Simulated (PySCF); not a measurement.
Vertical excitations of a molecule C2H6FGaO from TDA-PBE0/def2-SVPD (PySCF), as energy in eV (oscillator strength): 6.06 (0.011), 6.29 (0.024), 6.32 (0.003), 6.78 (0.146), 7.66 (0.018), 7.87 (0.002), 7.97 (0.175), 7.99 (0.029), 8.28 (0.001), 8.50 (0.013). Lowest triplet (TDA): 5.72 eV. Geometry: B3LYP-D3(BJ)/def2-SVP. The values are those of a single conformer.

Which structure fits?
(A) C[O][Ga]([CH3])[F]
(B) CC[O][GaH][F]
(C) C[CH2][Ga]([OH])[F]

A, C[O][Ga]([CH3])[F]
